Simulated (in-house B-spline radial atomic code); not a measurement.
Settings and results of a run for the ruthenium ion Ru³⁺ (with a hole in an inner shell). Level of theory: Dirac-Hartree-Fock, average of the jj configuration, Fermi nucleus of rms radius 4.4809 fm; calculated with a radial B-spline atomic code at the basis-set limit.

In the input, a minus or plus after the letter marks the j = l - 1/2 or j = l + 1/2 subshell.

Command:
```bash
python run_scf.py task.json out
```
Settings (nuclear radius in fm, mass in u):
```
Z                44
configuration    1s2 2s2 2p6 3s2 3p-2 3p+3 3d10 4s2 4p6 4d6
hamiltonian      dirac
method           hf
spin_polarised   False
nucleus          fermi
rms_radius       4.4809
atomic_mass      101.90434
speed_of_light   137.035999084
```

Output (hartree, bohr):
```
 radial grid: 69 intervals, B-splines of order 8, outer radius 28.1081 bohr

 iter        energy (Eh)    residual
    1       -4498.404798    5.81e-01
    2       -4507.071515    3.87e-01
    3       -4509.990879    1.02e-01
    4       -4510.231441    2.35e-02
    5       -4510.247702    1.40e-02
    6       -4510.251851    1.91e-03
    7       -4510.251915    1.87e-04
    8       -4510.251915    3.32e-05
    9       -4510.251915    2.17e-06
   10       -4510.251915    9.11e-08

 total energy                     -4510.25192
 kinetic                            4695.0634
 electron-nucleus                 -10844.3585
 electron-electron                  1639.0433

 first-order corrections (not in the total)
   Gaunt                             3.1417
   retardation                      -0.3125
   frequency dependence             -0.0210
   self-energy                       2.1290
   Uehling                          -0.2519
   Wichmann-Kroll                    0.0041
   recoil                            0.0170

 orbital      occ     eigenvalue          <r>       <r^2>       <1/r>     <1/r^3>       <r^4>       r_max    small
 1s1/2      2.000      -820.3190    0.0334237  0.00150859     45.8811           -  5.9114e-06     0.02172  2.59e-02
 2s1/2      2.000      -122.8593     0.144946   0.0248314      10.526           -  0.00106661      0.1228  5.38e-03
 2p1/2      2.000      -113.3838     0.123617    0.018764     10.4681           - 0.000710054     0.09552  5.35e-03
 2p3/2      4.000      -108.4823     0.128501    0.020159     9.91307     2792.67 0.000810355     0.09953  5.16e-03
 3s1/2      2.000       -24.3734     0.397693    0.180966     3.66809           -   0.0502262      0.3594  1.49e-03
 3p1/2      2.000       -20.7702     0.390728    0.177399     3.56819           -   0.0506814      0.3467  1.44e-03
 3p3/2      3.000       -19.9376     0.403698    0.189968      3.4249     492.177   0.0598112      0.3565  1.38e-03
 3d3/2      4.000       -13.3848     0.375721    0.168287     3.25371     73.6393   0.0532035      0.2978  1.27e-03
 3d5/2      6.000       -13.1398     0.379014    0.171164     3.22097      70.067   0.0550022      0.3003  1.25e-03
 4s1/2      2.000        -4.9338     0.996933     1.12257     1.36841           -     1.87872      0.8988  3.52e-04
 4p1/2      2.000        -3.6899      1.06805      1.2999     1.26062           -     2.61194      0.9432  3.08e-04
 4p3/2      4.000        -3.5350      1.09266     1.36413     1.24116     81.0482     2.88646      0.9688  3.11e-04
 4d3/2      2.400        -1.7264      1.36144     2.17293    0.964809     7.59303      8.2016       1.115  1.96e-04
 4d5/2      3.600        -1.7074      1.37499     2.21605    0.954247     7.15449     8.52553       1.126  1.93e-04
```

Time taken, with all properties: 1.1 s on 1 thread of Arm Neoverse V1, with other jobs on the host.

For the Dirac Hamiltonian the kinetic term is c α·p + (β - 1)c².
